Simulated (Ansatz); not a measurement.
Born–Oppenheimer molecular dynamics of C4H14N2Si (21 atoms, charge 0, multiplicity 1). It starts at the highest image of a converged band. Of that band: Neighbouring images differ by up to 2.2 eV, so the band resolves the path poorly. A vibrational analysis at the climbing image gives one clearly imaginary mode, 1317i cm⁻¹: a first-order saddle point.

Level of theory: Ansatz, RKS PBE/6-31G*.

```json
{"ensemble": "NVE (velocity Verlet)", "time step": "0.5 fs", "steps asked": "200", "starting velocities drawn for": "100 K", "seed": "6103"}
```

First frame:

```xyz
21
Properties=species:S:1:pos:R:3
Si -0.024 0.671 0.911
H 1.336 0.466 1.816
N 1.776 -0.002 0.535
C 2.083 -1.381 0.166
H 1.377 -2.062 0.665
H 1.994 -1.529 -0.931
H 3.112 -1.657 0.469
C 2.749 0.984 0.081
H 2.722 1.111 -1.020
H 2.501 1.963 0.538
H 3.779 0.704 0.376
N -0.763 1.654 -0.337
C -1.464 1.119 -1.498
H -1.646 0.041 -1.369
H -2.443 1.623 -1.633
H -0.885 1.263 -2.436
C -0.581 3.098 -0.387
H 0.045 3.412 -1.250
H -1.557 3.618 -0.480
H -0.093 3.448 0.538
H -0.729 -0.660 0.750
```

Task: How far do the bonds stretch over the last three quarters of this one trajectory? (Pairs bonded in most of those frames.)

Result: 
```csv
bond,mean (Å),spread (Å),shortest,longest
Si1–H2,1.644,0.166,1.30,1.97
Si1–N3,1.752,0.063,1.67,1.88
Si1–N12,1.765,0.032,1.72,1.82
Si1–H21,1.512,0.018,1.49,1.57
N3–C4,1.452,0.025,1.41,1.50
N3–C8,1.454,0.031,1.39,1.51
C4–H5,1.103,0.007,1.09,1.12
C4–H6,1.114,0.016,1.09,1.14
C4–H7,1.113,0.022,1.08,1.15
C8–H9,1.112,0.008,1.10,1.13
C8–H10,1.105,0.014,1.08,1.13
C8–H11,1.111,0.013,1.09,1.13
N12–C13,1.456,0.036,1.40,1.53
N12–C17,1.465,0.029,1.42,1.52
C13–H14,1.103,0.006,1.09,1.11
C13–H15,1.112,0.012,1.09,1.13
C13–H16,1.114,0.017,1.08,1.14
C17–H18,1.115,0.029,1.07,1.16
C17–H19,1.111,0.011,1.09,1.13
C17–H20,1.104,0.007,1.09,1.12
```

Mean temperature of the second half: 524 K. The conserved energy stayed within 0.23 meV per atom of its start (net change 0.038 meV per atom), so the integration is sound. The kinetic energy rose, since the run started high on the potential surface and went downhill. A run of 0.1 ps of so small a system gives no equilibrium averages. The orbitals stay closed-shell, which can raise the energy where a bond breaks towards radicals; this wasn't checked here.

The run took 6.4 min on 4 threads of Arm Neoverse V2, on a shared host, peak memory 0.22 GiB.
